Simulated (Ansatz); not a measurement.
A structure relaxed at PBE0-D4/def2-TZVP, charge 0, multiplicity 1:

```
atom   x (Å)   y (Å)   z (Å)
 Ga1  -1.872  -0.169   0.533
  O2  -0.723  -0.366  -0.849
  C3   0.613  -0.361  -0.767
  C4   1.330   0.502  -0.053
 Br5   3.206   0.435  -0.021
  H6  -1.225  -0.184   1.948
  H7  -3.335  -0.035   0.037
  H8   1.103  -1.122  -1.372
  H9   0.903   1.298   0.543
```

(1) Give its formula and SMILES.

(2) Summarise the bond lengths by kind.

## Answers

(1) C2H4BrGaO, `[GaH2][O]/C=C/Br`.

(2) 1 × Ga–O 1.808 Å; 2 × Ga–H 1.551 to 1.556 Å; 1 × C–O 1.338 Å; 1 × C–C 1.331 Å; 2 × C–H 1.082 to 1.088 Å; 1 × Br–C 1.878 Å.

Computed with Ansatz.
